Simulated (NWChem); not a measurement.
# diphosphane (P$_{2}$H$_{4}$); SMILES PP

```xyz
6

P      0.0000    -1.1114    -0.0671
P      0.0000     1.1114     0.0671
H      1.0224    -1.2593     0.9099
H     -1.0225    -1.2593     0.9098
H      1.0224     1.2593    -0.9099
H     -1.0224     1.2593    -0.9098
```
Atoms are numbered in this order, from 1.

Geometry: optimised at PBE0-D3(BJ)/def2-TZVP.

List the 4 lowest vertical singlet excitations and the 4 lowest triplet ones from PBE/6-31G* (spherical d), TDA (NWChem).


```csv
state,energy (eV),oscillator strength,leading excitation (squared amplitude)
S1,5.84,0.300,HOMO → LUMO (0.89)
S2,6.09,0.000,HOMO → LUMO+1 (0.94)
S3,6.16,0.039,HOMO → LUMO+2 (0.93)
S4,6.66,0.000,HOMO → LUMO+3 (0.90)
T1,4.23,spin-forbidden,HOMO → LUMO (0.99)
T2,5.14,spin-forbidden,HOMO → LUMO+1 (0.98)
T3,5.45,spin-forbidden,HOMO → LUMO+2 (0.96)
T4,6.03,spin-forbidden,HOMO → LUMO+3 (0.91)
```
